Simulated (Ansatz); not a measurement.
Ansatz (an electronic-structure program) job for C2H10O2Si2, SMILES O[SiH2]CC[SiH2]O, PBE0/def2-SVPD. Coordinates come from a PBE0-D3(BJ)/def2-SVP optimisation. This is a generated structure with no PubChem entry under its InChIKey; it may be hypothetical. The values are those of a single conformer.

Ansatz 0.2 input:
```yaml
crystal:
  periodic: [false, false, false]
  atoms:
    - {symbol: O, position_ang: [-3.38457093, -0.42541829, -0.08262731]}
    - {symbol: Si, position_ang: [-1.79725112, -0.33649947, 0.42715002]}
    - {symbol: C, position_ang: [-0.75828684, 0.71390463, -0.74073265]}
    - {symbol: C, position_ang: [0.64298809, 1.07694969, -0.23128843]}
    - {symbol: Si, position_ang: [1.83555185, -0.36464113, -0.00479778]}
    - {symbol: O, position_ang: [3.38468975, 0.17654369, 0.30291507]}
    - {symbol: H, position_ang: [-3.56608408, -0.98950388, -0.83890099]}
    - {symbol: H, position_ang: [-1.83440495, 0.29516807, 1.77643651]}
    - {symbol: H, position_ang: [-1.20189308, -1.70889662, 0.53437483]}
    - {symbol: H, position_ang: [-1.34675804, 1.62667408, -0.94271346]}
    - {symbol: H, position_ang: [-0.69155168, 0.18387087, -1.70855220]}
    - {symbol: H, position_ang: [1.13036127, 1.78278758, -0.92922042]}
    - {symbol: H, position_ang: [0.58275417, 1.61460081, 0.73179369]}
    - {symbol: H, position_ang: [1.47349555, -1.19535815, 1.17640184]}
    - {symbol: H, position_ang: [1.78928089, -1.21356785, -1.24217053]}
    - {symbol: H, position_ang: [3.81943180, 0.66606457, -0.40055603]}
basis:
  gaussian:
    orbitals: def2-SVPD
hamiltonian:
  xc: {name: PBE0}
```

It prints:

```
WARN ansatz: RAYON_NUM_THREADS=2 ignored (pool sized by the plan → 2); use --threads N
Functional definition: PBE0
integrals: 0.18 GiB planned
1838 factors; their error is unknown
mean field: 1.59 GiB planned
mean field evaluation 1: about -22053.5702 eV, gradient 8.0e1 eV
mean field evaluation 2: about -22037.4603 eV, gradient 1.2e2 eV
mean field evaluation 4: about -22065.6970 eV, gradient 6.0e0 eV
mean field evaluation 8: about -22065.9083 eV, gradient 4.0e-2 eV
mean field evaluation 16: about -22065.9083 eV, gradient 4.1e-5 eV
mean field -22065.90830596 eV, -810.9071734341 hartree, gradient 4.1e-5 eV, S^2 0.000000; 0 other end points of the search recorded, 0 dependent functions left out
reference -22065.90835497 eV, -810.9071752353 hartree; 33, 33 occupied and 181, 181 virtual orbitals, 1838 factors
Total energy: -22065.90835497 eV, -810.9071752353 hartree
```

Self-consistency was reached.
